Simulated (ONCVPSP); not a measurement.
# zinc: excitation energies, all-electron against ONCV

zinc, optimised norm-conserving Vanderbilt (ONCV), made with ONCVPSP 4.0.1 (PW91, scalar-relativistic). Core [Ne] 3s2, reference 3p6 3d10 4s2. Waves: 4s: rc 2.00 bohr, ncon 5, nbas 8, qcut 4.2 1/bohr, 2 projectors, debl 3.9 Ha; 3p: rc 0.75 bohr, ncon 4, nbas 7, qcut 9.2 1/bohr, 2 projectors, debl 1.8 Ha; 3d: rc 1.40 bohr, ncon 4, nbas 9, qcut 13.1 1/bohr, 2 projectors, debl 2.6 Ha. Local part: polynomial inside 0.50 bohr (lpopt 5, dvloc0 6 Ha). Core correction: Teter function, fcfact 3.5, rcfact 1.2.

In the p channel the program set the typed energies aside and used -3.067, 0.250 Ha.

Energies are relative to the spin-unpolarised reference configuration 3p6 3d10 4s2; without spin polarisation the order of configurations can differ from experiment.

```csv
valence configuration,charge,ΔE all-electron (eV),error AE − PS (meV)
3p6 3d10 4s1,+1,9.963,-5.3
3p6 3d10 4s0,+2,28.474,-27
3p6 3d9 4s0,+3,69.127,+102
```

(1) What are ΔE and the potential's error for 3p6 3d10 4s1.5?

Levels in the configuration 3p6 3d10 4s1.5:

```
level  all-electron (eV)  pseudo (eV)
   3p            -88.096      -88.063
   3d            -14.838      -14.826
   4s             -9.916       -9.920
```

Note: ghosts flagged at negative energy: s at -502.7 eV; GHOST(+) flagged for s at 182.9 eV. A true bound ghost makes a file unfit for plane-wave use.

Results:

(1) ΔE = 3.977 eV all-electron; the error (AE − PS) is -1.2 meV.
